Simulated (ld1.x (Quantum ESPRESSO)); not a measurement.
## What one change does to a pseudopotential (Mo (Z = 42), PAW)

```json
{
 "Element": "molybdenum",
 "Generator": "ld1.x (Quantum ESPRESSO) 7.5",
 "Type": "PAW",
 "Functional": "LDA (PZ)",
 "Relativity": "scalar-relativistic",
 "Frozen core": "[Ar] 3d10",
 "Valence charge": "14",
 "Reference configuration": "4s2 4p6 4d5 5s1 5p0",
 "Partial waves": "4s (bound): rcut 1.55, rcutus 1.75 bohr; 5s (bound): rcut 1.55, rcutus 1.75 bohr; 4p (bound): rcut 1.65, rcutus 1.80 bohr; 5p (bound, empty): rcut 1.65, rcutus 1.80 bohr; 4d (bound): rcut 1.55, rcutus 1.65 bohr; 4d channel at 3 Ry: rcut 1.55, rcutus 1.65 bohr",
 "Local potential": "all-electron potential smoothed inside 1.45 bohr (lloc = -1)",
 "Core correction": "Bessel-smoothed model core inside 1.10 bohr",
 "Augmentation charge": "PSQ, inside the norm-conserving radii"
}
```

Change: waves 4s (bound): rcut 1.14, rcutus 1.20 bohr; 5s (bound): rcut 1.14, rcutus 1.20 bohr.

Cutoffs: the cutoffs (Ry, on a coarse ladder) from which the occupation-weighted sum of valence levels, in a spherical-Bessel basis at the reference potential, stays within 10 and 1 mRy of its value at 400 Ry; they do not see the model core or the augmentation charge, which bear on the density cutoff. Errors are all-electron minus pseudo energies relative to the spin-unpolarised reference configuration.

What does the change do?

The potential gets harder (35 Ry and 50 Ry → 35 Ry and 60 Ry); both files keep a bound ghost (d); the number of tests with a reliable result goes from 9 to 6 (the test run of the changed file stopped, so its transferability is not established); of the 6 tests that both files solve, the error grows in 1 and shrinks in 0 by more than 15 % and 0.3 meV (median size 1.6 → 1.6 meV). A smaller radius makes the pseudo-wave follow the all-electron one further in, where it bends more sharply, so more plane waves are needed.

| quantity | base | changed |
| --- | --- | --- |
| cutoff, loose | 35 Ry | 35 Ry |
| cutoff, tight | 50 Ry | 60 Ry |
| bound ghosts | d | d |
| tests with a reliable result | 9 of 9 | 6 of 9 (the test run stopped) |
| error for 4s2 4p6 4d5 5s0 5p0, meV [ΔE 7.19 eV] | -1.5 | -1.9 |
| error for 4s2 4p6 4d4 5s0 5p0, meV [ΔE 22.89 eV] | -1.6 | -1.6 |
| error for 4s2 4p6 4d3 5s0 5p0, meV [ΔE 49.85 eV] | -6.2 | -5.5 |
| error for 4s2 4p6 4d4 5s1 5p1, meV [ΔE 3.76 eV] | +1.4 | +1.2 |
| error for 4s2 4p6 4d4 5s2 5p0, meV [ΔE 0.14 eV] | +1.9 | +1.6 |
| error for 4s2 4p6 4d5 5s0 5p1, meV [ΔE 3.24 eV] | -0.3 | -0.5 |
| s: phases at 1.95 bohr within 0.05 rad from the reference energy up to (Ry; the scan ends near 5) | to the end of the scan | to the end of the scan |
| p: phases at 1.95 bohr within 0.05 rad from the reference energy up to (Ry; the scan ends near 5) | 4.0 | 4.0 |
| d: phases at 1.95 bohr within 0.05 rad from the reference energy up to (Ry; the scan ends near 5) | to the end of the scan | to the end of the scan |
| lowest overlap eigenvalue by channel | s 0.06, p 0.02, d 0.06 | s 0.36, p 0.02, d 0.06 |

 A true bound ghost makes a file unfit for plane-wave use even where its test errors are small: the radial tests pick states by their node count and pass the ghost by.
